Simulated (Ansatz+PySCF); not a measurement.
The numbers below are computed, except where a source is named.
Input for PySCF 2.14.0:

```python
from pyscf import gto, scf, mp

mol = gto.M(atom="""
H 0.000000 0.000000 -1.271950
Br 0.000000 0.000000 0.036340
""", basis='def2-svp', charge=0, spin=0)
mf = scf.UHF(mol)
mf.kernel()
pt = mp.MP2(mf, frozen=9).run()
print(mf.e_tot, pt.e_corr, pt.e_tot)
```

The script is written out from the run's settings.

Output:

```yaml
Converged: yes
Reference_energy: -2572.67877 hartree
Correlation_energy: -0.24109 hartree
Total_energy: -2572.91986 hartree
```
